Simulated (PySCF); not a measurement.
## How methods differ on the excitation energy of C

C [He] 2s2 2p2 (3P) → C [He] 2s1 2p2 3s1 (5P), as a difference of total energies. Computed with PySCF 2.14 in x2c-QZVPPall with one added diffuse shell each of s, p, d, f type (8s5p4d3f1g, 73 functions), with the spin-free X2C one-electron Hamiltonian (Gaussian nucleus). Correlated levels: valence and next inner shell: nothing frozen. The calculations carry no spin-orbit coupling.

```csv
method,excitation energy (eV)
UHF,11.026
MP2 (valence and next inner shell),12.536
SCS-MP2 (valence and next inner shell),12.909
CCSD (valence and next inner shell),12.876
CCSD(T) (valence and next inner shell),12.939
```

How much does correlation contribute at CCSD(T) (valence and next inner shell)?

12.939 − (11.026) = 1.913 eV, measured against UHF.

The upper state lies above the first ionisation limit, but in LS coupling its spin forbids autoionisation to the ground ion. A Rydberg-like electron needs more diffuse functions than a valence basis has.

The promoted electron is Rydberg-like, and one or two diffuse shells describe it only roughly, which tends to raise the upper state.
